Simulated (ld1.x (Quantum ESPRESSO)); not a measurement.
**chlorine PAW: all-electron and pseudo phase curves**

* Element: chlorine (Cl)
* Generator: ld1.x (Quantum ESPRESSO) 7.5
* Type: PAW
* Functional: LDA (PZ)
* Relativity: scalar-relativistic
* Frozen core: [Ne]
* Valence charge: 7
* Reference configuration: 3s2 3p4 (charge +1)
* Partial waves: 3s (bound): rcut 1.10, rcutus 1.20 bohr; 3s channel at 0.65 Ry: rcut 1.10, rcutus 1.20 bohr; 3p (bound): rcut 1.40, rcutus 1.86 bohr; 3p channel at 0.2 Ry: rcut 1.40, rcutus 1.86 bohr
* Local potential: all-electron potential smoothed inside 1.05 bohr (lloc = -1)
* Core correction: Bessel-smoothed model core inside 0.65 bohr
* Augmentation charge: PSQ, inside the norm-conserving radii

The phase is arctan(r·u′/u) with u = r·R(r), unwrapped; energies in Ry, scanned from -4 to 5 Ry. A pole is an energy at which the radial function vanishes at the test radius. The pseudo phase is shifted by a multiple of π to meet the all-electron one at the reference energy, and phase errors are pseudo minus all-electron; the curves can meet again beyond the range given. Levels narrower than the energy grid can be missing from the lists of poles.

```csv
channel,radius (bohr),reference energy (Ry),"poles, all-electron","poles, pseudo",unbroken range about the reference energy with phases within 0.05 rad,phase error 1 Ry above the reference energy (rad)
s,2.06,-2.36,-1.27,-1.27,the whole range,+0.000
p,2.06,-1.43,-0.03,-0.03,below 3.9,+0.000
```

Phases in the s channel:

```
E (Ry)  all-electron  pseudo
 -4.00         1.109   1.109
 -3.52         0.934   0.934
 -3.04         0.422   0.422
 -2.56        -0.770  -0.770
 -2.08        -1.313  -1.313
 -1.60        -1.500  -1.500
 -1.12        -1.595  -1.595
 -0.64        -1.659  -1.659
 -0.16        -1.709  -1.709
  0.32        -1.756  -1.756
  0.80        -1.806  -1.806
  1.28        -1.865  -1.865
  1.76        -1.943  -1.943
  2.24        -2.056  -2.057
  2.72        -2.244  -2.247
  3.20        -2.596  -2.607
  3.68        -3.205  -3.232
  4.16        -3.804  -3.834
  4.64        -4.144  -4.169
```
